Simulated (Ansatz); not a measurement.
Cartesian coordinates (Å):
SMILES: [O-][SiH2]O[SiH3]
```xyz
9

O      1.0985     0.5817    -1.5881
Si     1.4861     0.2431    -0.1237
O      0.1352    -0.1704     0.8237
Si    -1.3960    -0.2343     0.3151
H      2.1148     1.3429     0.6951
H      2.3937    -0.9423     0.0924
H     -2.2366    -0.6515     1.4773
H     -1.9469     1.0669    -0.1402
H     -1.6487    -1.2359    -0.7508
```
Charge -1, spin multiplicity 1.

Calculation: frozen-core CCSD(T)/def2-TZVPD // CAM-B3LYP-D3(BJ)/def2-TZVPD run with Ansatz (a first-principles code).

- HF energy: -730.74427 Ha
- MP2 correlation energy: -0.73253 Ha

**Question.** Estimate the CCSD correlation energy, the (T) correction, the total energy and the T1 diagnostic.

**Answer.** 
The CCSD correlation energy is -0.76486 Ha, the (T) correction is -0.02902 Ha and the CCSD(T) total energy comes out as -731.53816 Ha. The T1 diagnostic is 0.015.
